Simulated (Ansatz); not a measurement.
The same redistribution along the group B, Al, Ga, In.

Program: Ansatz. Geometries: PBE0-D4/def2-TZVP. ΔE: electronic, gas phase. CBS: MP2 limit from def2 TZ/QZ plus the TZ coupled-cluster correction, frozen cores. DFT in def2-TZVPP. def2 core potentials past Kr. For Ga, In, Se, Sn outer-core shells are correlated without core-valence functions, which leaves a few kJ/mol of doubt a bond. Scalar relativity is left out up to krypton. Each species was taken in one conformer, which may not be the lowest.

```
                                                                           reaction  CCSD/CBS(def2) (kJ/mol)  PBE-D4 (kJ/mol)
                `COB(Cl)Cl` + `[SH][SnH2][SeH]` → `ClB(Cl)[SeH]` + `C[O][SnH2][SH]`                      139              132
`C[O][Al]([Cl])[Cl]` + `[SH][SnH2][SeH]` → `[Cl][Al]([Cl])[SeH]` + `C[O][SnH2][SH]`                       78               71
`C[O][Ga]([Cl])[Cl]` + `[SH][SnH2][SeH]` → `[Cl][Ga]([Cl])[SeH]` + `C[O][SnH2][SH]`                       10                8
`C[O][In]([Cl])[Cl]` + `[SH][SnH2][SeH]` → `[Cl][In]([Cl])[SeH]` + `C[O][SnH2][SH]`                      -31              -29
```

(1) Give the CCSD(T)/CBS values in the same order. (An estimate is asked.)

Largest T1 diagnostic: 0.015, for `C[O][In]([Cl])[Cl]`.

Answers

(1) The calculation gave: 135, 74, 10, -30 kJ/mol.
